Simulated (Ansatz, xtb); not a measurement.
# Relative energy of two isomers of C2H8GeOSi

Structure X is `O=CC[SiH2][GeH3]`, a singlet and structure Y is `[SiH3][C@@H]1C[O][GeH2]1`, a singlet. Both are isolated molecules in the gas phase, relaxed with PBE-D3(BJ)/def2-SVP, each in the lowest conformer that the search found.

X (Å):

```xyz
13

C     2.0877   -1.6055    1.3898
C     1.1748   -0.6078    0.7309
Ge   -1.9452    1.0474    0.5438
O     2.3243   -2.7190    0.9648
Si   -0.5539   -0.6054    1.5696
H     2.5356   -1.2465    2.3689
H     1.5800    0.4215    0.8312
H     1.0400   -0.8663   -0.3392
H    -0.3869   -0.2987    3.0351
H    -1.1658   -1.9724    1.4340
H    -2.1235    0.7393   -0.9666
H    -3.3460    1.0889    1.2083
H    -1.2939    2.4502    0.6791
```

Y (Å):

```csv
atom,x (Å),y (Å),z (Å)
C,-0.5543,-0.0394,0.1438
C,-0.0571,1.4384,0.2253
Ge,-1.7950,0.4968,1.6003
O,-0.8845,2.0504,1.2381
Si,0.6970,-1.4021,0.5129
H,0.0009,-2.7341,0.6101
H,1.3769,-1.1126,1.8253
H,1.7546,-1.4912,-0.5573
H,-1.1103,-0.2621,-0.7898
H,1.0179,1.5133,0.5179
H,-0.1697,1.9701,-0.7475
H,-3.3191,0.5919,1.3026
H,-1.5417,-0.0353,3.0400
```

Which of the two would you expect CCSD(T)/def2-SVP + ΔMP2/def2-TZVPP electronic energies to favour?

Structure X; the calculation gives E(Y) − E(X) = +3.4 kcal/mol.

The same difference at several levels:

| level | geometry | E(Y) − E(X) (kcal/mol) | departure from the last row (kcal/mol) | job, with rough time for the two |
| --- | --- | --- | --- | --- |
| GFN2-xTB | GFN2-xTB | −4.0 | −7.4 | optimisation, 0.16 s |
| HF/STO-3G | GFN2-xTB | −1.7 | −5.2 | single point, 0.38 s |
| r2SCAN-D4/def2-SVP | GFN2-xTB | +7.5 | +4.1 | single point, 3.4 s |
| PBE-D3(BJ)/def2-SVP | PBE-D3(BJ)/def2-SVP | +9.6 | +6.2 | optimisation, 30 s |
| HF/def2-SVP | PBE-D3(BJ)/def2-SVP | +10.0 | +6.6 | part of the CCSD(T) run |
| MP2/def2-SVP | PBE-D3(BJ)/def2-SVP | +6.5 | +3.1 | part of the CCSD(T) run |
| CCSD(T)/def2-SVP | PBE-D3(BJ)/def2-SVP | +8.8 | +5.4 | single point |
| CCSD(T)/def2-SVP + ΔMP2/def2-TZVPP | PBE-D3(BJ)/def2-SVP | +3.4 |  | single point, 43 s |

As drawn, Y has 1 C–O, 1 Ge–O, 1 C–Ge, 1 Si–H in place of 1 C=O, 1 Ge–Si, 1 Ge–H. Structure X has no ring, Y a 4-membered ring.

GFN2-xTB, HF/STO-3G put the two in the other order. The largest departure from CCSD(T)/def2-SVP + ΔMP2/def2-TZVPP is that of GFN2-xTB, 7.4 kcal/mol. The last row adds to CCSD(T) the change of the MP2 difference between the two basis sets, here −5.4 kcal/mol, a large step that makes the value less sure.

With thermal terms from frequencies at re-optimised GFN2-xTB minima (ideal gas, soft modes damped towards free rotors, one conformer each, 298.15 K, 1 atm): on the last row, ΔE + ΔZPE = +4.1, ΔH = +3.3, ΔG = +5.5 kcal/mol.

The correlated steps freeze 17 core orbitals; the filled d shell of Ge is correlated, in a basis made for valence electrons. Mirror images aren't counted in ΔG. Programs: Ansatz 0.2.0, xtb 6.7.1; the last row on 4 threads of Arm Neoverse V2 on a shared host.
